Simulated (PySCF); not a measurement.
## How methods differ on the interval between two levels of Rh+

Rh+ [Kr] 4d8 [3F4, M_J = 4] → Rh+ [Kr] 4d7 5p1 [5G6, M_J = 6], as a difference of total energies. Calculation: PySCF 2.14, in x2c-TZVPall-2c with one added diffuse shell each of s, p, d type (9s10p8d1f, 86 functions); the two-component X2C-1e Hamiltonian. Correlated levels: [Ar] 3d10 frozen; the 6 highest virtual spinors dropped. "Screened" scales the spin-orbit matrix elements by Boettger's factors to mimic the two-electron term; Breit and QED terms are absent.

```
                    method  interval between two levels (cm⁻¹)
           GHF (spin-free)                               50541
          GMP2 (spin-free)                               57449
 GHF (screened spin-orbit)                               50733
GMP2 (screened spin-orbit)                               57697
```

The spin-free rows relax to the high-spin LS determinant and lack the spin-orbit shift.

Errors of the correlated levels include the incompleteness of this basis and the frozen core.

The labels give the starting determinants; with spin-orbit coupling the two ends relaxed to ⟨J²⟩ = 20.02, ⟨L²⟩ = 12.06, ⟨S²⟩ = 2.01 and ⟨J²⟩ = 42.01, ⟨L²⟩ = 20.21, ⟨S²⟩ = 5.94.

Q: Which method comes closest to the reference value, and which is furthest?

A: The reference is 59702 cm⁻¹ (measured; NIST Handbook of Basic Atomic Spectroscopic Data (Sansonetti and Martin, J. Phys. Chem. Ref. Data 34, 1559 (2005))). Closest: GMP2 (screened spin-orbit) (error -2005.2 cm⁻¹); furthest: GHF (spin-free) (error -9161.2 cm⁻¹).
